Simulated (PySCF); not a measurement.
Gas-phase reaction: 2 WO₂Cl₂ + 2 H₂O → W₂O₆ + 4 HCl

Energies from PySCF (xtb for GFN2), thermal terms from the rigid-rotor harmonic-oscillator model, ideal gas at 1 bar. † marks an energy on the PBE0/def2-TZVP geometry and frequencies; other levels use their own. MP2 freezes the core. All species are closed-shell singlets. W: scalar-relativistic def2 core potential, no spin-orbit coupling. W₂O₆: computed as isolated molecules; such fragments, hydroxides, amides, oligomers or adducts are transient or little studied in the gas. MP2 isn't extrapolated to the basis-set limit; its ΔH°(298 K) is 222.8 kJ in def2-SVP and 245.1 kJ in def2-TZVPP. The harmonic model lacks anharmonicity and excited electronic states, which grow with temperature; levels with a mode under 35 cm⁻¹ are left out. Soft modes under 120 cm⁻¹ make the harmonic entropy rough for WO₂Cl₂, W₂O₆.

```json
[
 {"level": "BLYP/def2-TZVP†", "ΔE electronic, kJ": "245", "ΔH°(298 K), kJ": "213", "ΔS°(298 K), J/K": "79", "ΔG°(2000 K), kJ": "37"},
 {"level": "GFN2-xTB", "ΔE electronic, kJ": "459", "ΔH°(298 K), kJ": "416", "ΔS°(298 K), J/K": "102", "ΔG°(2000 K), kJ": "181"},
 {"level": "M06-2X/def2-TZVP†", "ΔE electronic, kJ": "267", "ΔH°(298 K), kJ": "234", "ΔS°(298 K), J/K": "79", "ΔG°(2000 K), kJ": "59"},
 {"level": "MP2/def2-TZVPP†", "ΔE electronic, kJ": "277", "ΔH°(298 K), kJ": "245", "ΔS°(298 K), J/K": "79", "ΔG°(2000 K), kJ": "69"},
 {"level": "PBE0/def2-SVP†", "ΔE electronic, kJ": "272", "ΔH°(298 K), kJ": "240", "ΔS°(298 K), J/K": "79", "ΔG°(2000 K), kJ": "64"},
 {"level": "PBE0/def2-TZVP", "ΔE electronic, kJ": "272", "ΔH°(298 K), kJ": "240", "ΔS°(298 K), J/K": "79", "ΔG°(2000 K), kJ": "64"},
 {"level": "r2SCAN/def2-TZVP†", "ΔE electronic, kJ": "264", "ΔH°(298 K), kJ": "232", "ΔS°(298 K), J/K": "79", "ΔG°(2000 K), kJ": "56"}
]
```
ΔH° is lowest at BLYP/def2-TZVP† and highest at GFN2-xTB. No reference value is set beside these.
